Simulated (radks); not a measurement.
Polarisability of neutral magnesium, [Ne] 3s2, at imaginary frequency. All-electron calculation, scalar-relativistic Kohn-Sham, LDA (Slater exchange, VWN5 correlation), spin-polarised, spherical densities, finite nucleus; Fermi nuclear charge, rms radius 3.057 fm. Program: a radial shooting solver on a logarithmic mesh with Libxc functionals. Response by self-consistent Sternheimer equations with the Hartree and adiabatic LDA kernel, the relativistic mass of each level held fixed and spin-orbit coupling left out.

w (hartree),alpha1(iw) (bohr^3),alpha2(iw) (bohr^5)
0.00266,70.97,862.7
0.0143,70.43,859.2
0.0360,67.58,839.9
0.0697,59.75,783.2
0.118,46.23,669.1
0.186,30.78,505.6
0.280,18.19,334.9
0.413,10.00,197.9
0.605,5.315,106.8
0.892,2.796,53.52
1.35,1.476,24.87
2.12,0.7750,10.50
3.59,0.3772,3.840
6.94,0.1428,1.085
17.5,0.02961,0.1779

Static values: alpha1 = 70.99 bohr^3 (10.52 angstrom^3; uncoupled 121.3), alpha2 = 862.8 bohr^5, alpha3 = 16580 bohr^7. C6 = 618.1, C8 = 43330, triple-dipole C9 = 32580 atomic units. One-pole (London) frequency 4 C6 / (3 alpha1^2) = 0.164 hartree, against 0.176 for minus the highest occupied eigenvalue. Recommended static value: 71.2 bohr^3 (Schwerdtfeger and Nagle, 2023 table).
